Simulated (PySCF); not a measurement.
Mapped SMILES: `[CH3:1][C@H:2]([C:3]#[N:4])[Si:5]([CH3:6])([CH3:7])[Cl:8]`. Hydrogens are named by the atom that carries them.

All values are calculated (PySCF 2.14.0 with density-fitted response routines): GFN2-xTB structure, GIAO PBE0/pcSseg-1 shieldings. In vacuum, fast rotation and ring inversion assumed for equivalent nuclei, non-relativistic, a single conformation.

**Question.** List the cross peaks expected in HSQC, COSY and HMBC spectra.

**Answer.** 

HSQC (one-bond C–H):
```
          δH         δC
1.78 (H(C2))  15.4 (C2)
1.41 (H(C1))  14.1 (C1)
0.58 (H(C6))   2.7 (C6)
0.52 (H(C7))  -0.4 (C7)
```

COSY cross peaks (H two or three bonds apart, from the bond graph; peaks can be absent where the dihedral angle is near 90°):
```
          δH            δH
1.78 (H(C2))  1.41 (H(C1))
```

HMBC (two and three bonds, from the bond graph):
```
          δH                                          δC
1.78 (H(C2))  125.9 (C3), 14.1 (C1), 2.7 (C6), -0.4 (C7)
1.41 (H(C1))                       125.9 (C3), 15.4 (C2)
0.58 (H(C6))                        15.4 (C2), -0.4 (C7)
0.52 (H(C7))                         15.4 (C2), 2.7 (C6)
```

Chemical shifts δ = σref − σ; ¹H (σref 31.72), ¹³C (σref 186.93) against TMS, all at this level.

Short H···H contacts in this conformer between protons four or more bonds apart (candidates for NOE cross peaks, intensity ∝ r⁻⁶): H(C1)···H(C7) 2.67 Å.

Shifts are as computed. Against solution values, carbons near 30 ppm lie about +3 ppm off and those near 130 ppm about +5 ppm. Of 1309 compounds with measured shifts, 239 miss one by over three times the rms of a fit or turn the order of signals round; such compounds aren't used in these exercises.
